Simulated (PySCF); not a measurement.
Se(Cl)(NH2) (ClH2NSe), SMILES N[Se]Cl. Geometry optimised at B3LYP-D3(BJ)/def2-TZVP. The values are those of a single conformer.

Calculation: PySCF 2.14.0 with B3LYP-D3(BJ)/def2-TZVP.

Harmonic wavenumbers (cm⁻¹): 201, 356, 474, 555, 782, 1014, 1597, 3512, 3620. Rotational constants (GHz): 12.77, 3.371, 2.708; symmetry number 1.

Problem. Work out the zero-point energy and the ideal-gas rigid-rotor harmonic-oscillator thermochemistry at 298.15 K and 1 atm.

Solution. ZPE = ½ Σ hcν = ½ × 12111 cm⁻¹ = 17.31 kcal/mol. H − E(el) = 20.60 kcal/mol. Entropy in cal/(mol K): translation 40.51, rotation 25.43, vibration 4.84, total 70.78. G − E(el) = -0.50 kcal/mol. Cp = 14.88 cal/(mol K).
